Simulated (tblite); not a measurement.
C₅H₁₁ClOSi.
SMILES with atom numbers: `[CH3:1][C:2](=[O:3])[CH2:4][C@@:5]([CH3:6])([SiH3:7])[Cl:8]` (hydrogens: H9, H10, H11 on C1; H12, H13 on C4; H14, H15, H16 on C6; H17, H18, H19 on Si7)

Computed with GFN2-xTB (tblite), gas phase: L-BFGS steps from a force-field or distance-geometry start until the largest atomic force falls under 0.01 eV/Å.

Step 93: E = -725.5343 eV
```
atom  x, y, z in Å  |  force x, y, z in eV/Å
C1     -2.7598    0.6179   -0.5047   -0.014   0.012  -0.004
C2     -1.2875    0.3945   -0.6875   -0.031  -0.026  -0.040
O3     -0.6718    0.8308   -1.6317    0.011  -0.032   0.039
C4     -0.5979   -0.4387    0.3604   -0.025   0.028  -0.024
C5      0.8387    0.0334    0.5092    0.007   0.026   0.020
C6      1.6020   -0.8558    1.4676    0.057  -0.027   0.001
Si7     1.7202    0.2379   -1.1957    0.031  -0.021  -0.062
Cl8     0.7341    1.6793    1.2589    0.047   0.001   0.020
H9     -3.1151    1.3941   -1.1790    0.009  -0.029   0.019
H10    -3.2843   -0.3112   -0.7282    0.014   0.008   0.013
H11    -2.9773    0.8849    0.5275    0.000   0.034  -0.055
H12    -0.5924   -1.4756    0.0096    0.002   0.008  -0.011
H13    -1.1387   -0.3985    1.3078   -0.003  -0.031   0.021
H14     1.0919   -0.9292    2.4265    0.004   0.001   0.058
H15     1.6904   -1.8541    1.0419    0.000  -0.008  -0.012
H16     2.6065   -0.4693    1.6336   -0.083   0.000   0.010
H17     1.2893   -0.8304   -2.0955   -0.041   0.029   0.019
H18     1.7308    1.6014   -1.6899   -0.032   0.000   0.011
H19     3.1113   -0.1022   -0.8385    0.046   0.028  -0.024
```

Step 94: E = -725.5355 eV
```
atom  x, y, z in Å  |  force x, y, z in eV/Å
C1     -2.7584    0.6192   -0.5063   -0.015  -0.008  -0.017
C2     -1.2873    0.3887   -0.6908   -0.028   0.026  -0.021
O3     -0.6721    0.8258   -1.6356    0.011  -0.061   0.063
C4     -0.5985   -0.4405    0.3605   -0.018   0.017  -0.022
C5      0.8384    0.0323    0.5106    0.007   0.025   0.009
C6      1.6046   -0.8559    1.4682    0.021  -0.027   0.003
Si7     1.7154    0.2377   -1.1979    0.034  -0.024  -0.029
Cl8     0.7385    1.6769    1.2643    0.030  -0.006   0.005
H9     -3.1095    1.3947   -1.1828    0.001  -0.019   0.008
H10    -3.2885   -0.3076   -0.7271    0.017   0.011   0.020
H11    -2.9739    0.8919    0.5246    0.003   0.027  -0.048
H12    -0.5897   -1.4781    0.0120    0.004   0.002  -0.018
H13    -1.1430   -0.4026    1.3063    0.011  -0.015   0.011
H14     1.0935   -0.9302    2.4268    0.002  -0.006   0.056
H15     1.6972   -1.8546    1.0437    0.007   0.010  -0.010
H16     2.6052   -0.4619    1.6367   -0.061  -0.013   0.001
H17     1.2816   -0.8306   -2.0963   -0.033   0.032   0.017
H18     1.7284    1.6051   -1.6793   -0.039   0.009  -0.007
H19     3.1082   -0.1008   -0.8453    0.046   0.018  -0.023
```

Step 95: E = -725.5364 eV
```
atom  x, y, z in Å  |  force x, y, z in eV/Å
C1     -2.7575    0.6194   -0.5074   -0.010  -0.008  -0.031
C2     -1.2876    0.3849   -0.6928    0.002   0.054  -0.012
O3     -0.6719    0.8220   -1.6374    0.001  -0.070   0.067
C4     -0.5986   -0.4414    0.3601   -0.005   0.002  -0.005
C5      0.8389    0.0314    0.5112   -0.003   0.012   0.001
C6      1.6056   -0.8572    1.4691   -0.039  -0.012   0.020
Si7     1.7137    0.2379   -1.1998    0.026  -0.028   0.012
Cl8     0.7424    1.6759    1.2658    0.021  -0.015   0.001
H9     -3.1049    1.3946   -1.1850   -0.013  -0.005  -0.011
H10    -3.2906   -0.3055   -0.7261    0.006  -0.004   0.018
H11    -2.9719    0.8964    0.5217    0.002   0.027  -0.019
H12    -0.5882   -1.4794    0.0132    0.007  -0.002  -0.023
H13    -1.1446   -0.4053    1.3054    0.017  -0.004   0.007
H14     1.0960   -0.9287    2.4297    0.001  -0.011   0.029
H15     1.6979   -1.8567    1.0469    0.012   0.014  -0.012
H16     2.6034   -0.4601    1.6376   -0.008  -0.011  -0.002
H17     1.2769   -0.8285   -2.0976   -0.028   0.021   0.008
H18     1.7234    1.6075   -1.6719   -0.036   0.028  -0.024
H19     3.1079   -0.0980   -0.8502    0.046   0.012  -0.022
```

Step 96: E = -725.5370 eV
```
atom  x, y, z in Å  |  force x, y, z in eV/Å
C1     -2.7567    0.6197   -0.5090   -0.007  -0.009  -0.027
C2     -1.2876    0.3825   -0.6940    0.012   0.047   0.021
O3     -0.6704    0.8183   -1.6379    0.001  -0.055   0.034
C4     -0.5988   -0.4423    0.3599    0.002  -0.009   0.010
C5      0.8393    0.0301    0.5119   -0.006  -0.007  -0.005
C6      1.6058   -0.8587    1.4708   -0.055   0.007   0.018
Si7     1.7127    0.2382   -1.2008    0.022  -0.015   0.037
Cl8     0.7451    1.6748    1.2656    0.015  -0.015   0.004
H9     -3.1014    1.3949   -1.1869   -0.024   0.008  -0.030
H10    -3.2926   -0.3038   -0.7253    0.004  -0.011   0.015
H11    -2.9703    0.9000    0.5191    0.003   0.025  -0.004
H12    -0.5876   -1.4806    0.0136    0.008   0.000  -0.024
H13    -1.1456   -0.4069    1.3049    0.019   0.000   0.006
H14     1.0988   -0.9269    2.4335   -0.005  -0.018   0.008
H15     1.6980   -1.8590    1.0503    0.008   0.020  -0.008
H16     2.6027   -0.4601    1.6377    0.016  -0.012  -0.005
H17     1.2740   -0.8255   -2.0993   -0.026   0.006  -0.002
H18     1.7166    1.6099   -1.6671   -0.028   0.027  -0.028
H19     3.1083   -0.0953   -0.8546    0.041   0.011  -0.021
```

**Question.** Estimate the geometry and energy of step 97. (The exact step hangs on the optimiser's Hessian estimate; all steps are aligned on step 96, rigid shifts and turns removed.)

**Answer.** E = -725.5377 eV, largest force 0.064 eV/Å
```
atom  x, y, z in Å  |  force x, y, z in eV/Å
C1     -2.7565    0.6197   -0.5105   -0.003   0.008  -0.015
C2     -1.2880    0.3815   -0.6939    0.025   0.026   0.041
O3     -0.6696    0.8152   -1.6373    0.008  -0.028  -0.007
C4     -0.5986   -0.4426    0.3598    0.009  -0.017   0.026
C5      0.8402    0.0295    0.5122   -0.012  -0.022  -0.004
C6      1.6050   -0.8600    1.4725   -0.058   0.019   0.019
Si7     1.7133    0.2383   -1.2011    0.009  -0.002   0.049
Cl8     0.7489    1.6745    1.2644    0.009  -0.013   0.009
H9     -3.0989    1.3944   -1.1897   -0.033   0.014  -0.041
H10    -3.2938   -0.3026   -0.7240   -0.006  -0.031   0.005
H11    -2.9700    0.9030    0.5164    0.001   0.028   0.012
H12    -0.5865   -1.4809    0.0127    0.007   0.005  -0.020
H13    -1.1448   -0.4085    1.3051    0.016   0.002   0.008
H14     1.0999   -0.9262    2.4370   -0.008  -0.022  -0.017
H15     1.6978   -1.8601    1.0522   -0.002   0.012  -0.004
H16     2.6018   -0.4624    1.6385    0.037  -0.002  -0.003
H17     1.2701   -0.8232   -2.0992   -0.017  -0.005  -0.008
H18     1.7093    1.6114   -1.6642   -0.016   0.022  -0.029
H19     3.1107   -0.0917   -0.8584    0.034   0.009  -0.020
```

The energy changes by -0.0007 eV. The first-order estimate −F·Δx gives -0.0009 eV and the mean of the old and new forces, exact on a quadratic surface, -0.0007 eV. The step makes an angle of 66° with the force vector and moves no atom by more than 0.008 Å.

What follows is the cost of the whole relaxation. The run took 2.2 s on one thread of an Arm Neoverse N1 (shared host).
